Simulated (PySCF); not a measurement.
C3H5BFN, SMILES NB1C=C[C@@H]1F. Heavy atoms are numbered as in [NH2:1][B:2]1[CH:3]=[CH:4][C@@H:5]1[F:6]. Hydrogens are named by the atom that carries them.

Geometry: B3LYP-D3(BJ)/def2-SVP. The structure was generated by enumeration; whether it is a known compound was not checked. Other conformers were not sampled.

Calculation: B3LYP/pcSseg-1 (PySCF).

GIAO shieldings, no solvent; atoms alike by connectivity are averaged. δ = σ(ref) − σ: ¹⁵N against NH3 (σ = 265.5 ppm); ¹¹B against BF3 (σ = 86.3 ppm); ¹³C against TMS (σ = 181.3 ppm); ¹⁹F against CFCl3 (σ = 161.7 ppm); ¹H against TMS (σ = 31.68 ppm), references at their B3LYP-D3(BJ)/def2-TZVP geometries, non-relativistic.

```
nucleus     atoms  count  δ (ppm)
-------  --------  -----  -------
¹⁵N      N1 (NH2)      1     87.2
¹¹B            B2      1     24.5
¹³C       C4 (CH)      1    178.4
¹³C       C3 (CH)      1    153.4
¹³C       C5 (CH)      1     91.0
¹⁹F            F6      1   -219.3
¹H        H on C4      1     8.47
¹H        H on C3      1     6.82
¹H        H on C5      1     5.26
¹H        H on N1      2     3.77
```
